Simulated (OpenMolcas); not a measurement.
## N2+, P2+, As2+, Sb2+, Bi2+: ns² np down the group

| Property | Result |
| --- | --- |
| Program | OpenMolcas |
| Method | MS-CASPT2, IPEA 0.25 Eh, imaginary shift 0.1 Eh |
| Basis | ANO-R3 |
| Scalar Hamiltonian | X2C, finite nucleus |
| Spin-orbit coupling | state interaction with AMFI integrals over the reference wave functions, term energies averaged over their components |

Active space for each ion: 3 electrons in 4 orbitals (s p); closed shells correlated by CASPT2: N2+ 1s; P2+ 2s 2p; As2+ 3d; Sb2+ 4d; Bi2+ 5d.

Computed levels in cm-1 above ²P°_1/2:

```csv
Level,N2+,P2+,As2+,Sb2+,Bi2+
²P°_3/2,158,500,2640,5810,18040
weight of ²P° in the lowest level (%),100,100,100,100,100
```

Measured, with the error of the calculation in %. Measured levels: N2+ from Moore, Selected Tables of Atomic Spectra, NSRDS-NBS 3, section 5; P2+ from Martin, Zalubas and Musgrove, J. Phys. Chem. Ref. Data 14, 751 (1985); As2+ from Moore, Atomic Energy Levels, vol. II, NSRDS-NBS 35 (1971 reprint of NBS Circular 467, 1952); Sb2+, Bi2+ from Moore, Atomic Energy Levels, vol. III, NSRDS-NBS 35 (1971 reprint of NBS Circular 467, 1958).

| Level | N2+ | P2+ | As2+ | Sb2+ | Bi2+ |
| --- | --- | --- | --- | --- | --- |
| ²P°_3/2 | 174 (-9.2) | 559 (-10.6) | 2940 (-10.3) | 6576 (-11.7) | 20788 (-13.2) |

The fine-structure level ²P°_3/2 changes by a factor of 114 from N2+ to Bi2+.

Over all roots computed the reference weight is 0.87 to 0.98 in P2+, 0.88 to 0.96 in As2+, 0.85 to 0.94 in Sb2+, 0.84 to 0.93 in Bi2+; the roots of lowest weight are the least certain, and an intruder state may touch them. Measured partners are found by configuration, term and J. A level has none where our copy of the source lacks it or the pairing is in doubt (some pairs that miss far off the trend of their configuration count as doubtful), and it then counts in no deviation. Only configurations of the active space appear.

° marks odd parity.
